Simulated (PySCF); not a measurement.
CH₅GaN, charge +1.

```xyz
8

Ga     0.0044    -0.0213     0.0159
C     -0.2267     1.5034    -1.0972
H     -1.0362     2.1250    -0.6845
H     -0.5006     1.1674    -2.1091
H      0.7113     2.0772    -1.1294
N      0.2127    -1.4246     1.0391
H      0.5673    -2.3197     0.7079
H     -0.0079    -1.4389     2.0330
```
Charge +1, spin multiplicity 1.

Coordinates come from a ωB97X-D3(BJ)/def2-SVP optimisation. The multiplicity is an assumed one; other spin states were not compared. The isomer is the one that the SMILES or the coordinates give; other isomers of the formula were not compared. Other conformers were not sampled.

Computed with PBE/pcSseg-1 (PySCF). Non-relativistic, no solvent.

Computed absolute GIAO shielding of each atom: isotropic value and principal components (ppm):
```
atom  σ(iso)    σ11    σ22     σ33    span
----  ------  -----  -----  ------  ------
Ga1   1335.0  798.6  877.8  2328.7  1530.1
C2     175.1  158.9  164.7   201.8    42.8
H3      28.9   23.7   25.6    37.4    13.7
H4      28.9   23.7   25.6    37.4    13.7
H5      28.8   23.4   25.6    37.4    13.9
N6     190.8   87.2  191.0   294.4   207.1
H7      26.9   21.3   21.4    37.9    16.6
H8      26.9   21.3   21.4    37.9    16.6
```
